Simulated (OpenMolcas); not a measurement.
## Fe4+: moving or changing the point charges

Fe4+ among 6 point charges of -2.2 e arranged as a tetragonal octahedron (D4h), 2.11 Å from the ion, with the axial distance 1.899 Å.
```
   2.1100    0.0000    0.0000  -2.20
   0.0000    2.1100    0.0000  -2.20
  -2.1100    0.0000    0.0000  -2.20
   0.0000   -2.1100    0.0000  -2.20
   0.0000    0.0000    1.8990  -2.20
   0.0000    0.0000   -1.8990  -2.20
```

```
Program             : OpenMolcas 26.06
Method              : CASSCF
Basis               : ANO-RCC-VDZP [5s4p2d1f]
Scalar Hamiltonian  : DKH2, point nucleus
Active space        : 4 electrons in 5 orbitals (3d)
State averaging     : 2S+1 = 5 even, 5 roots; 2S+1 = 3 even, 45 roots; 2S+1 = 1 even, 50 roots
Spin-orbit coupling : state interaction with AMFI integrals over the reference wave functions
```

Runs around this geometry, states (labels of D4, the rotations of D4h). Energies in cm-1 above the lowest state or level, χT in cm3 K/mol.

```json
{"R (Å)": "2.11", "q (e)": "-1.1", "Axial / equatorial distance": "0.9", "Ground state": "5A1", "First state of that spin": "5E 1620", "First gap with spin-orbit (degeneracies)": "39.3 (1, 2)", "χT at 300 K": "2.174", "First state of another spin": "3A2 27106"}
{"R (Å)": "1.92", "q (e)": "-2.2", "Axial / equatorial distance": "0.9", "Ground state": "5A1", "First state of that spin": "5B1 4437", "First gap with spin-orbit (degeneracies)": "16.4 (1, 2)", "χT at 300 K": "2.706", "First state of another spin": "3A2 26527"}
{"R (Å)": "2.11", "q (e)": "-2.2", "Axial / equatorial distance": "0.9", "Ground state": "5A1", "First state of that spin": "5E 3171", "First gap with spin-orbit (degeneracies)": "22.8 (1, 2)", "χT at 300 K": "2.556", "First state of another spin": "3A2 27082"}
{"R (Å)": "2.26", "q (e)": "-2.2", "Axial / equatorial distance": "0.9", "Ground state": "5A1", "First state of that spin": "5E 2361", "First gap with spin-orbit (degeneracies)": "29.0 (1, 2)", "χT at 300 K": "2.411", "First state of another spin": "3A2 27217"}
{"R (Å)": "2.11", "q (e)": "-2.2", "Axial / equatorial distance": "0.97", "Ground state": "5A1", "First state of that spin": "5B1 861.1", "First gap with spin-orbit (degeneracies)": "33.5 (1, 2)", "χT at 300 K": "2.331", "First state of another spin": "3A2 26553"}
```

Scaling the charges by -1.1 / -2.2 = 0.50 scales the first state of the same spin by 1620 / 3171 = 0.51; with fixed orbitals a first-order splitting would follow the charge.

Without dynamic correlation the repulsion within the d shell is too large (B by tens of per cent), so at a given field states of lower spin stand too high. Point charges give a weaker field than real ligands, and real ions of this kind are often low spin; the high spin found here belongs to the model. The ground term spreads over less than 5000 cm-1, several times less than with real ligands, so orbital moments are less quenched and χT lies further from the spin-only value than at real sites (holds for R = 2.11, q = -1.1, ratio = 0.9; R = 2.26, q = -2.2, ratio = 0.9; R = 2.11, q = -2.2, ratio = 0.97). This is an electrostatic model: the charges have no orbitals. No measured value stands beside these numbers.
